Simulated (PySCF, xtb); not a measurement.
but-1-en-3-yne (C4H4), SMILES C#CC=C.

GFN2-xTB run with xtb at its own geometry gives an orbital gap of 4.20 eV and a dipole moment of 0.23 D.

Coordinates come from a PBE-D3(BJ)/def2-SVP optimisation.

Q: What does PBE/def2-TZVPD in PySCF give? (The exact figures need the calculation; the answer reports its results.)

A: gap 4.02 eV (levels -6.12 and -2.10 eV), dipole 0.37 D.
